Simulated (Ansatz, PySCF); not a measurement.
System: sum formula H$_{3}$SiO$_{2}$Cl$_{2}$, net charge 1, singlet state. It need not be the lowest isomer of its formula. 
Coordinates optimised at B3LYP-D3(BJ)/def2-TZVP (Ansatz, an electronic-structure program):
```xyz
8

Si     0.2381    -0.0949    -0.0691
Cl    -0.3032    -0.3222     1.8312
Cl    -1.2792    -0.1720    -1.3575
O      0.8180     1.6164    -0.2158
O      1.6348    -0.7190    -0.5213
H      0.2420     2.3770    -0.4035
H      1.9568    -1.6048    -0.3215
H      1.7465     1.7789    -0.4626
```
Charge +1, spin multiplicity 1.

Total electronic energies in hartree. Cores are frozen in the correlated levels unless marked. No spin-orbit coupling. No relativistic terms. CBS marks a two-point X^-3 extrapolation of the correlation energy; Hartree-Fock from the larger set. The bracket is a focal-point correction in the basis named.

| level | program | energy (Eh) |
|---|---|---|
| HF-D3(BJ)/def2-TZVPD | PySCF + dftd3 | -1359.50474 |
| BLYP-D3(BJ)/def2-TZVPD | Ansatz + dftd3 | -1362.14052 |
| revPBE-D4/def2-TZVPD | Ansatz + dftd4 | -1361.89548 |
| B3LYP-D4/def2-TZVPD | Ansatz + dftd4 | -1362.21758 |
| PBE0-D3(BJ)/def2-TZVPD | Ansatz + dftd3 | -1361.58497 |
| HSE06-D3(BJ)/def2-TZVPD | Ansatz + dftd3 | -1361.55550 |
| LC-wPBE-D4/def2-TZVPD | Ansatz + dftd4 | -1361.74145 |
| wB97X-V/def2-TZVPD | Ansatz | -1361.92620 |
| B2PLYP-D4/def2-TZVPD | Ansatz + dftd4 | -1361.69164 |
| SCS-MP2/STO-3G | Ansatz | -1344.26354 |
| CCSD/6-31G | Ansatz | -1359.45468 |
| CCSD/6-31G* | Ansatz | -1359.98486 |
| CCSD(T)/STO-3G | Ansatz | -1344.28767 |
| CCSD(T)/6-31G* | Ansatz | -1360.00057 |
| RI-MP2/CBS(cc-pV(T+d)Z,cc-pV(Q+d)Z)+[CCSD(T)-MP2]/cc-pV(T+d)Z | Ansatz | -1360.6809 |

Totals of different functionals don't rank their quality; only differences between species are comparable.
